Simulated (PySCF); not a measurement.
C4H4OSe, SMILES C([C@@H]1C=C[Se]1)=O.

Geometry optimised at ωB97X-D3(BJ)/def2-SVP. The structure was generated by enumeration; whether it is a known compound was not checked. One conformer was computed; it need not be the lowest.

Level of theory: TDA-PBE/def2-SVPD (PySCF 2.14.0).

Vertical excitations. The molecule is in vacuum.

Q: Estimate the UV-visible absorptions. (An estimate is asked for; the answer gives what the named calculation found.)

A: 
| state | energy (eV) | λ (nm) | f | main pairs |
|---|---|---|---|---|
| S1 | 2.95 | 420 | 0.013 | HOMO→LUMO 98 % |
| S2 | 3.68 | 336 | 0.003 | HOMO−1→LUMO 95 % |
| S3 | 3.89 | 319 | 0.010 | HOMO→LUMO+1 95 % |
| S4 | 4.59 | 270 | 0.006 | HOMO−1→LUMO+1 97 % |
| S5 | 4.75 | 261 | 0.031 | HOMO→LUMO+2 59 %, HOMO−1→LUMO+2 35 % |
| S6 | 5.03 | 246 | 0.028 | HOMO−1→LUMO+2 61 %, HOMO→LUMO+2 27 % |
| S7 | 5.20 | 238 | 0.002 | HOMO−2→LUMO 88 % |
| S8 | 5.33 | 233 | 0.009 | HOMO→LUMO+3 83 % |
| S9 | 5.57 | 223 | 0.032 | HOMO−3→LUMO 81 % |
| S10 | 5.64 | 220 | 0.022 | HOMO→LUMO+4 96 % |
| T1 | 2.58 | 481 | 0 | HOMO→LUMO 99 % |
| T2 | 3.21 | 387 | 0 | HOMO−1→LUMO 98 % |
| T3 | 3.53 | 351 | 0 | HOMO→LUMO+1 71 %, HOMO→LUMO+2 25 % |
| T4 | 3.69 | 336 | 0 | HOMO→LUMO+2 69 %, HOMO→LUMO+1 27 % |
Triplets are in the Tamm–Dancoff approximation.
